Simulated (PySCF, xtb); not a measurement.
silylarsine (AsH5Si), SMILES [SiH3][AsH2].

Geometry: PBE0-D3(BJ)/def2-TZVP.

Method: PySCF with IEF-PCM-ωB97X/def2-SVP.

The values are the electrostatic part of the solvation free energy, E(continuum) − E(gas) at the gas-phase geometry, in a cavity of scaled van der Waals radii (PySCF's table); cavitation and dispersion terms are not included. In vacuum the orbital gap is 12.27 eV. The dipole moment in vacuum is 0.52 D.

Computed values in water (ε = 78.36), N,N-dimethylformamide (ε = 37.22), acetonitrile (ε = 35.69):
| solvent | ε | ΔG(elec) (kcal/mol) | dipole (D) | gap (eV) |
|---|---|---|---|---|
| water | 78.36 | -0.8 | 0.75 | 12.30 |
| N,N-dimethylformamide | 37.22 | -0.7 | 0.74 | 12.30 |
| acetonitrile | 35.69 | -0.7 | 0.74 | 12.30 |

For comparison, GFN2-xTB/ALPB(water) (xtb, at the GFN2-xTB geometry, all terms of that model) gives -0.4 kcal/mol.
